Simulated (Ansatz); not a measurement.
Scan of H₂Mg, singlet: symmetric bend, bond length relaxed. Scanned: H-Mg-H angle. Other coordinates (Mg-H bond length) were minimised at B3LYP/def2-TZVP.

The free coordinates were minimised at B3LYP/def2-TZVP in PySCF; the energy column is full CI/aug-cc-pVTZ, frozen core run with Ansatz (a program for electronic structure), in mEh.

| a / ° | Mg-H bond length / Å | E |
|---|---|---|
| 180 | 1.700 | 0.0 |
| 171.12 | 1.700 | 0.4 |
| 161.61 | 1.700 | 1.8 |
| 149.45 | 1.703 | 5.1 |
| 138.26 | 1.706 | 9.7 |
| 130.31 | 1.709 | 14.0 |
| 120.99 | 1.713 | 20.2 |
| 109.49 | 1.721 | 29.9 |
| 97.50 | 1.732 | 42.7 |
| 88.15 | 1.743 | 55.2 |
| 81.27 | 1.754 | 66.0 |
| 68.77 | 1.774 | 89.9 |
| 60 | 1.784 | 110.5 |
